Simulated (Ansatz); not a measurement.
A series at Si: from `C#C[Si](F)(F)F`, ligands are replaced one by one, each step taking up HCl and setting free H–F; n counts the steps. Ansatz, PBE0-D4/def2-TZVP geometries.

| n | molecule | HOMO energy, ωB97M-V/def2-TZVPP (eV) |
| --- | --- | --- |
| 0 | `C#C[Si](F)(F)F` | -11.58 |
| 1 | `C#C[Si](F)(F)Cl` | ? |
| 2 | `C#C[Si](F)(Cl)Cl` | -11.23 |
| 3 | `C#C[Si](Cl)(Cl)Cl` | -11.17 |

Question: By hand: fit a straight line y = ȳ + b (n − n̄) to the 3 given rows and predict n = 1.

Answer: n̄ = 1.667, ȳ = -11.327; Σ(n − n̄)(y − ȳ) = 0.663, Σ(n − n̄)² = 4.667, so b = 0.142 eV a step. Prediction: -11.327 + (0.142) × (-0.667) = -11.42 eV.

Question: By hand: compare with the computed value, -11.37 eV, and give the steps along the whole series.

Answer: The line misses by 0.05 eV (computed minus predicted). Steps: 0.21, 0.14, 0.06 eV.

The steps shrink at each stage, from 0.21 to 0.06 eV, so the series is curved. The highest orbital can change its character along such a series. The miss is 12.2 % of the series' range.
